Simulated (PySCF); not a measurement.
## Rh²⁺: excitation energy

Rh²⁺ [Kr] 4d7 (4F) → Rh²⁺ [Kr] 4d6 5s1 (6D), as a difference of total energies. Calculation: PySCF 2.14, in x2c-TZVPPall (8s6p6d2f1g, 79 functions); scalar relativity by spin-free X2C-1e. Correlated levels: valence: [Kr] frozen. The calculations carry no spin-orbit coupling.

```csv
method,excitation energy (eV)
UHF,4.847
MP2 (valence),5.454
SCS-MP2 (valence),5.935
CCSD (valence),5.411
CCSD(T) (valence),5.430
```

Q: How much does correlation contribute at CCSD(T) (valence)?

A: 5.430 − (4.847) = 0.583 eV, measured against UHF.

The basis was made for the ground configuration and has no added diffuse functions, so the excitation energy can come out too high.
